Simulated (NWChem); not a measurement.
Everything below was run with NWChem. System: H₆BP, charge 0, spin multiplicity 1, at a geometry optimised with PBE/def2-SVP. The structure started from a generated list of species. Level: G0W0@PBE0/def2-TZVPD, RI basis def2-tzvpd-rifit.

Input file:

```
start mol
memory heap 200 mb stack 700 mb global 1700 mb
geometry units angstroms nocenter noautoz
  B     -0.849487     1.083560     0.000000
  H     -0.559887     1.680685     1.032773
  H     -0.559887     1.680685    -1.032773
  H     -1.967844     0.577265     0.000000
  P      0.337188    -0.430131     0.000000
  H      1.747096    -0.193353     0.000000
  H      0.265070    -1.355559    -1.087377
  H      0.265070    -1.355559     1.087377
  symmetry group Cs
end
basis spherical
  * library def2-tzvpd
end
basis "ri basis" bse spherical
  * library def2-tzvpd-rifit
end
dft
  xc pbe0
  iterations 100
  direct
  tolerances tight
end
task dft energy
gw
  states alpha occ 4 vir 2
end
task dft gw
```

NWChem printed:

```
             Northwest Computational Chemistry Package (NWChem) 7.3.0
             --------------------------------------------------------

                                NWChem Input Module
                                -------------------

 Scaling coordinates for geometry "geometry" by  1.889725989
 (inverse scale =  0.529177249)

 Turning off AUTOSYM since
 SYMMETRY directive was detected!

                             Geometry "geometry" -> ""
                             -------------------------

 Output coordinates in angstroms (scale by  1.889725989 to convert to a.u.)

  No.       Tag          Charge          X              Y              Z
 ---- ---------------- ---------- -------------- -------------- --------------
    1 B                    5.0000    -0.84948700     1.08356000     0.00000000
    2 H                    1.0000    -0.55988700     1.68068500     1.03277300
    3 H                    1.0000    -0.55988700     1.68068500    -1.03277300
    4 H                    1.0000    -1.96784400     0.57726500     0.00000000
    5 P                   15.0000     0.33718800    -0.43013100     0.00000000
    6 H                    1.0000     1.74709600    -0.19335300     0.00000000
    7 H                    1.0000     0.26507000    -1.35555900    -1.08737700
    8 H                    1.0000     0.26507000    -1.35555900     1.08737700

 Effective nuclear repulsion energy (a.u.)      58.8924672259

            Nuclear Dipole moment (a.u.)
            ----------------------------
        X                 Y               Z
 ---------------- ---------------- ----------------
     0.0000056692    -0.0000018897     0.0000000000

      Symmetry information
      --------------------

 Group name             Cs
 Group number              2
 Group order               2
 No. of unique centers     6

      Symmetry unique atoms

     1    2    4    5    6    7


 Summary of "ao basis" -> "" (spherical)
 ------------------------------------------------------------------------------
       Tag                 Description            Shells   Functions and Types
 ---------------- ------------------------------  ------  ---------------------
 *                         def2-tzvpd                 on all atoms

 new library libraries.bse/

 Summary of "ri basis" -> "" (spherical)
 ------------------------------------------------------------------------------
       Tag                 Description            Shells   Functions and Types
 ---------------- ------------------------------  ------  ---------------------
 *                      def2-tzvpd-rifit              on all atoms

                                 NWChem DFT Module
                                 -----------------

 Summary of "ao basis" -> "ao basis" (spherical)
 ------------------------------------------------------------------------------
       Tag                 Description            Shells   Functions and Types
 ---------------- ------------------------------  ------  ---------------------
 B                         def2-tzvpd               13       37   6s3p3d1f
 H                         def2-tzvpd                5        9   3s2p
 P                         def2-tzvpd               15       43   6s5p3d1f

 Summary of "ao basis" -> "ao basis" (spherical)
 ------------------------------------------------------------------------------
       Tag                 Description            Shells   Functions and Types
 ---------------- ------------------------------  ------  ---------------------
 B                         def2-tzvpd               13       37   6s3p3d1f
 H                         def2-tzvpd                5        9   3s2p
 P                         def2-tzvpd               15       43   6s5p3d1f

      Symmetry analysis of basis
      --------------------------

        a'         86
        a"         48

            General Information
            -------------------
          SCF calculation type: DFT
          Wavefunction type:  closed shell.
          No. of atoms     :     8
          No. of electrons :    26
           Alpha electrons :    13
            Beta electrons :    13
          Charge           :     0
          Spin multiplicity:     1
          Use of symmetry is: on ; symmetry adaption is: on
          Maximum number of iterations: 100
          This is a Direct SCF calculation.
          AO basis - number of functions:   134
                     number of shells:    58
          Convergence on energy requested:  1.00D-06
          Convergence on density requested:  1.00D-05
          Convergence on gradient requested:  5.00D-04

              XC Information
              --------------
                         PBE0 Method XC Functional
                     Hartree-Fock (Exact) Exchange  0.250
          PerdewBurkeErnzerhof Exchange Functional  0.750
            Perdew 1991 LDA Correlation Functional  1.000 local
           PerdewBurkeErnz. Correlation Functional  1.000 non-local

             Grid Information
             ----------------
          Grid used for XC integration:  medium
          Radial quadrature: Mura-Knowles
          Angular quadrature: Lebedev.
          Tag              B.-S. Rad. Rad. Pts. Rad. Cut. Ang. Pts.
          ---              ---------- --------- --------- ---------
          B                   0.85       49          11.0       434
          H                   0.35       45          12.0       434
          P                   1.00       88          11.0       590
          Grid pruning is: on
          Number of quadrature shells:   317
          Spatial weights used:  Erf1
[...]
 Sum of atomic energies:        -368.18470830

      Non-variational initial energy
      ------------------------------

 Total energy =    -369.098733
 1-e energy   =    -623.223147
 2-e energy   =     195.231947
 HOMO         =      -0.385930
 LUMO         =       0.036107

      Symmetry analysis of molecular orbitals - initial
      -------------------------------------------------

  Numbering of irreducible representations:

     1 a'          2 a"

  Orbital symmetries:

     1 a'          2 a'          3 a'          4 a'          5 a'
     6 a"          7 a'          8 a'          9 a'         10 a"
    11 a"         12 a'         13 a'         14 a'         15 a'
    16 a'         17 a"         18 a'         19 a"         20 a'
    21 a"         22 a'         23 a'

   convergence    iter        energy       DeltaE   RMS-Dens  Diis-err    time
 ---------------- ----- ----------------- --------- --------- ---------  ------
 d= 0,ls=0.0,diis     1   -369.5859720323 -4.28D+02  4.75D-03  4.19D-01     2.0
 d= 0,ls=0.0,diis     2   -369.6098286382 -2.39D-02  2.50D-03  9.76D-02     3.5
 d= 0,ls=0.0,diis     3   -369.6246093669 -1.48D-02  7.41D-04  2.63D-02     5.1
 d= 0,ls=0.0,diis     4   -369.6287245029 -4.12D-03  1.02D-04  2.46D-04     6.6
 d= 0,ls=0.0,diis     5   -369.6287654049 -4.09D-05  2.93D-05  1.91D-05     8.2
 d= 0,ls=0.0,diis     6   -369.6287682167 -2.81D-06  6.64D-06  2.21D-06     9.6
 d= 0,ls=0.0,diis     7   -369.6287685353 -3.19D-07  7.10D-07  6.84D-09    11.1

         Total DFT energy =     -369.628768535291
      One electron energy =     -625.034549512784
           Coulomb energy =      225.834173634001
    Exchange-Corr. energy =      -29.320859882376
 Nuclear repulsion energy =       58.892467225869

 Numeric. integr. density =       25.999987472794

     Total iterative time =     10.7s

                  Occupations of the irreducible representations
                  ----------------------------------------------

                     irrep           alpha         beta
                     --------     --------     --------
                     a'               10.0         10.0
                     a"                3.0          3.0

                       DFT Final Molecular Orbital Analysis
                       ------------------------------------

 Vector   11  Occ=2.000000D+00  E=-3.317973D-01  Symmetry=a'
              MO Center= -4.2D-01,  5.4D-01,  6.5D-15, r^2= 2.8D+00
   Bfn.  Coefficient  Atom+Function         Bfn.  Coefficient  Atom+Function
  ----- ------------  ---------------      ----- ------------  ---------------
    81      0.258897  5 P  py                68      0.240302  5 P  s
    80     -0.203038  5 P  px                69      0.182916  5 P  s
     8     -0.176395  1 B  py                67     -0.141209  5 P  s
     7      0.138413  1 B  px                84      0.132030  5 P  py
    11     -0.124155  1 B  py                 4     -0.122643  1 B  s

 Vector   12  Occ=2.000000D+00  E=-3.158948D-01  Symmetry=a"
              MO Center= -5.9D-01,  1.2D+00,  6.7D-11, r^2= 2.2D+00
   Bfn.  Coefficient  Atom+Function         Bfn.  Coefficient  Atom+Function
  ----- ------------  ---------------      ----- ------------  ---------------
     9      0.282110  1 B  pz                39      0.211454  2 H  s
    48     -0.211454  3 H  s                 12      0.204833  1 B  pz
    38      0.136874  2 H  s                 40      0.137421  2 H  s
    47     -0.136874  3 H  s                 49     -0.137421  3 H  s
   118      0.069178  7 H  s                127     -0.069178  8 H  s

 Vector   13  Occ=2.000000D+00  E=-3.158890D-01  Symmetry=a'
              MO Center= -1.1D+00,  8.7D-01, -6.7D-11, r^2= 2.2D+00
   Bfn.  Coefficient  Atom+Function         Bfn.  Coefficient  Atom+Function
  ----- ------------  ---------------      ----- ------------  ---------------
    57     -0.244126  4 H  s                  7      0.221982  1 B  px
     8      0.174106  1 B  py                10      0.161171  1 B  px
    56     -0.158021  4 H  s                 58     -0.158650  4 H  s
    11      0.126421  1 B  py                39      0.122127  2 H  s
    48      0.122127  3 H  s                109     -0.079835  6 H  s

 Vector   14  Occ=0.000000D+00  E=-9.341180D-03  Symmetry=a'
              MO Center=  7.2D-01, -9.2D-01,  3.5D-15, r^2= 8.2D+00
   Bfn.  Coefficient  Atom+Function         Bfn.  Coefficient  Atom+Function
  ----- ------------  ---------------      ----- ------------  ---------------
     5      4.745653  1 B  s                 70     -3.256338  5 P  s
    14     -1.374071  1 B  py                13      1.077296  1 B  px
    84     -0.811403  5 P  py                 6     -0.743501  1 B  s
    83      0.636333  5 P  px                40     -0.584907  2 H  s
    49     -0.584907  3 H  s                 58     -0.584832  4 H  s

 Vector   15  Occ=0.000000D+00  E= 8.529243D-03  Symmetry=a'
              MO Center=  4.2D-01, -4.8D-01,  1.1D-11, r^2= 4.3D+00
   Bfn.  Coefficient  Atom+Function         Bfn.  Coefficient  Atom+Function
  ----- ------------  ---------------      ----- ------------  ---------------
   110      0.407089  6 H  s                114     -0.382140  6 H  px
    80      0.315036  5 P  px               100     -0.251493  5 P  d  2
   109     -0.251741  6 H  s                 81      0.247050  5 P  py
    98      0.217787  5 P  d  0              83     -0.210246  5 P  px
   119     -0.203556  7 H  s                128     -0.203556  8 H  s

 Vector   16  Occ=0.000000D+00  E= 8.532983D-03  Symmetry=a"
              MO Center=  3.7D-01, -5.2D-01, -1.1D-11, r^2= 4.3D+00
   Bfn.  Coefficient  Atom+Function         Bfn.  Coefficient  Atom+Function
  ----- ------------  ---------------      ----- ------------  ---------------
    82      0.400372  5 P  pz               119     -0.352624  7 H  s
   128      0.352624  8 H  s                 97      0.334805  5 P  d -1
   124     -0.284587  7 H  py               133      0.284587  8 H  py
    85     -0.266730  5 P  pz               118      0.218048  7 H  s
   127     -0.218048  8 H  s                125     -0.184069  7 H  pz

 center of mass
 --------------
 x =   0.01081944 y =  -0.01382061 z =   0.00000000

 moments of inertia (a.u.)
 ------------------
         117.695883006566          66.887065947551           0.000000000000
          66.887065947551          84.813742801557           0.000000000000
           0.000000000000           0.000000000000         170.132824004170

     Multipole analysis of the density
     ---------------------------------

     L   x y z        total         alpha         beta         nuclear
     -   - - -        -----         -----         ----         -------
     0   0 0 0     -0.000000    -13.000000    -13.000000     26.000000

     1   1 0 0      0.955511      0.477753      0.477753      0.000006
     1   0 1 0     -1.218799     -0.609399     -0.609399     -0.000002
     1   0 0 1      0.000000      0.000000      0.000000      0.000000

     2   2 0 0    -18.389459    -32.417008    -32.417008     46.444557
     2   1 1 0      1.280065     20.017115     20.017115    -38.754165
     2   1 0 1     -0.000000     -0.000000     -0.000000      0.000000
     2   0 2 0    -19.018509    -42.257354    -42.257354     65.496199
     2   0 1 1     -0.000000     -0.000000     -0.000000      0.000000
     2   0 0 2    -17.385837    -16.724274    -16.724274     16.062710

 Task  times  cpu:       11.2s     wall:       11.2s

                                NWChem Input Module
                                -------------------

                                 NWChem GW Module
                                 ----------------

                             ***********************
                             ***        GW       ***
                             ***********************

 Summary of "ri basis" -> "ri basis" (spherical)
 ------------------------------------------------------------------------------
       Tag                 Description            Shells   Functions and Types
 ---------------- ------------------------------  ------  ---------------------
 B                      def2-tzvpd-rifit            26       92   9s7p5d4f1g
 H                      def2-tzvpd-rifit            10       24   5s3p2d
 P                      def2-tzvpd-rifit            33      129   10s8p7d6f2g

                 Memory Information
                 ------------------
          Available GA per process is          1699.9 MBs
          Available stack per process is        700.0 MBs
          Available heap per process is           0.0 MBs

          Peak memory in Initialization
              Peak GA per process is                  6.8 MBs
              Peak stack per process is               0.2 MBs
              Peak heap per process is                7.1 MBs
              Memory not in MA per process            0.0 MBs

          Peak memory in AFF Calculation
              Peak GA per process is                 28.8 MBs
              Peak stack per process is              18.9 MBs
              Peak heap per process is                0.0 MBs
              Memory not in MA per process           18.9 MBs

          Computing 2-center integrals
          Computing Inverse Cholesky factor
          Computing 3-center integrals
          Computing V_xc ...

          Computing Sigma_x
          Computing RPA polarizability
          Solving quasiparticle equations

                  Alpha Orbitals
          State     Energy (eV)     Error (eV)
          -----------------------------------
@GW        10        -14.539           0.002
@GW        11        -11.157           0.005
@GW        12        -10.892           0.002
@GW        13        -10.892           0.002
@GW        14          1.106           0.003
@GW        15          2.216           0.004

   Applying  -2.2963 eV scissor-shift to rest of particle states

   Applying   1.3607 eV scissor-shift to rest of hole states

     GW Timing Statistics
   ------------------------
   Init.   :          0.0s
     ERIs  :          0.8s
     Distr.:          0.0s
     Vxc   :          1.4s
   Sigma_x :          0.0s
   RPA     :          0.7s
   Wmn     :          0.0s
   Sigma_c :          0.0s
   GW total:          3.0s

 Task  times  cpu:        3.0s     wall:        3.0s

 Total times  cpu:       14.2s     wall:       14.2s
```
